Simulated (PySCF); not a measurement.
**Oscillator strengths, rates and cross-sections**

Species: C₅H₈O₂S₂.
InChI=1S/C5H8O2S2/c1-4(6)7-5-8-2-3-9-5/h5H,2-3H2,1H3

Computed, not measured: TDDFT CAM-B3LYP/def2-SVPD, vertical, gas phase, core orbitals frozen in the response in PySCF. One conformer (not necessarily the lowest) at the PBE0-D3(BJ)/def2-SVP geometry, without solvent, vibrations or thermal averaging.

A / s⁻¹ = 0.6670 f (ν̃ / cm⁻¹)² and τ = 1/A in vacuum; |μ| follows from f = (2/3) ΔE |μ|² (atomic units, 1 au = 2.5417 D); ∫σ dE = 109.76 f Mb·eV.

The rates are for emission to S0 at the absorption energy, with no other channel.

Energies and rates of the computed singlets with f of 0.002 or more:

| state | E (eV) | A (s⁻¹) |
| --- | --- | --- |
| S1 | 5.11 | 3.50×10⁶ |
| S4 | 6.42 | 2.26×10⁷ |
| S5 | 6.52 | 4.76×10⁷ |
| S6 | 6.69 | 3.76×10⁷ |

**Question.** Which f and |μ| stand behind these rates?

**Answer.** f = A / (0.6670 ν̃²), and |μ| follows from f:

```
state       f  |μ| (D)       τ  main configurations (H = HOMO, L = LUMO)
   S1  0.0031     0.40  290 ns                    H→L (67%), H→L+1 (11%)
   S4   0.013     0.72   44 ns        H→L+1 (45%), H→L (14%), H→L+3 (9%)
   S5   0.026     1.02   21 ns                  H→L+2 (46%), H→L+3 (14%)
   S6   0.019     0.87   27 ns      H→L+3 (36%), H→L+2 (18%), H-1→L (9%)
```

**Question.** Suppose S1 emitted 0.3 eV lower with the same transition dipole. How would A change?

**Answer.** At fixed |μ|, A goes as the cube of the energy: (4.81/5.11)³ = 0.83, which makes τ about 340 ns.

**Question.** How much energy does a mole of photons resonant with S5 carry?

**Answer.** 6.520 eV × 96.485 = 629 kJ/mol (150 kcal/mol).

**Question.** What is the integrated cross-section of all computed states together?

**Answer.** Σf = 0.064 over S1 to S6, so 109.76 × Σf ≈ 7.06 Mb·eV.

The run took about 1.8 min of CPU time (one thread, shared machine).
